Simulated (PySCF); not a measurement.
PySCF input file for Cd(Cl)2 anion (CdCl2), SMILES [Cl][Cd][Cl] (connectivity only; charge and spin as stated), charge -1, multiplicity 2, B3LYP-D3(BJ)/def2-SVPD. Geometry optimised at B3LYP-D3(BJ)/def2-SVPD. The multiplicity is an assumed one; other spin states were not compared. The isomer is the one that the SMILES or the coordinates give; other isomers of the formula were not compared. The def2 effective core potentials stand for the cores of Cd; spin–orbit coupling is left out.

```python
import numpy as np
from pyscf import gto, scf, dft, df
from pyscf.hessian import thermo

mol = gto.M(
    atom='''
    Cd    0.00000000    0.00000000   -0.51658260
    Cl    0.00000000    2.23763343    0.72929308
    Cl    0.00000000   -2.23763344    0.72929308
    ''',
    basis='def2-SVPD',
    ecp={'Cd': 'def2-svp'},
    charge=-1,
    spin=1,
    max_memory=1600,
    verbose=3,
)
mf = dft.UKS(mol, xc='b3lyp').density_fit(auxbasis='def2-universal-jkfit')
mf.disp = 'd3bj'
mf.grids.level = 3
mf.conv_tol = 1e-11
mf.max_cycle = 100
mf.kernel()
fine, coarse = mf.grids, dft.Grids(mol).set(level=1).build(with_non0tab=True)
for _ in range(3):  # follow internal instabilities
    mf.grids = coarse
    mo, _, stable, _ = mf.stability(return_status=True, nroots=4)
    mf.grids = fine
    if stable:
        break
    mf.kernel(mf.make_rdm1(mo, mf.mo_occ))

# [left out here: the lines that compute and print the analytic Hessian (its translational invariance restored by hand, since the grid's response is missing), thermochemistry and intensities]
```

Log of the run:

```

WARN: HOMO -0.648761405964767 >= LUMO -0.648761405964769

converged SCF energy = -1088.10677806947  <S^2> = 0.75171556  2S+1 = 2.0017148
<class 'pyscf.df.df_jk.DFUKS'> wavefunction is stable in the internal stability analysis

WARN: DFTD3 does not support analytical Hessian, using finite difference


WARN: Mole.unit (angstrom) is changed to Bohr

Mode                                 0                   1                   2
Irrep
Freq [cm^-1]                       59.3851            216.2164            227.5977
Reduced mass [au]                  42.2722             39.5388             45.5949
Force const [Dyne/A]                0.0878              1.0891              1.3916
Char temp [K]                      85.4419            311.0873            327.4624
Normal mode                   x     y     z       x     y     z       x     y     z
       0  Cd                -0.00 -0.00 -0.05   -0.00  0.00 -0.04    0.00  0.05  0.00
       1  Cl                 0.00 -0.07  0.07    0.00  0.09  0.06   -0.00 -0.09 -0.05
       2  Cl                -0.00  0.07  0.07   -0.00 -0.09  0.06   -0.00 -0.09  0.05
temperature 298.1500 [K]
pressure 101325.00 [Pa]
Rotational constants [GHz] 7.48853 1.42362 1.19621
Symmetry number 2
Zero-point energy (ZPE) 0.00115 [Eh]   3009.800 [J/mol]
                           tot       elec      trans        rot        vib
Entropy [J/mol/K]       324.320      5.763    173.738    109.816     35.003
Cv [J/mol/K]             48.327      0.000     12.472     12.472     23.384
Cp [J/mol/K]             56.642      0.000     20.786     12.472     23.384
Internal energy [J/mol]                      3718.434   3718.434   7919.055
Internal energy [Eh]   -1088.10093  -1088.10678
Enthalpy [J/mol]                             6197.391   3718.434   7919.055
Enthalpy [Eh]          -1088.09999
Gibbs free energy [J/mol]                  -45602.683 -29023.159  -2517.043
Gibbs free energy [Eh] -1088.13681
mode   freq/cm-1   IR/(km/mol)
   1       59.39         5.432
   2      216.22        29.095
   3      227.60       106.064
max |gradient| / (hartree/bohr): 0.0001162625476547916
APT charges: [ 0.6308 -0.8154 -0.8154]
```

The run converged.

Cost: around 2.0 core-minutes (rough).
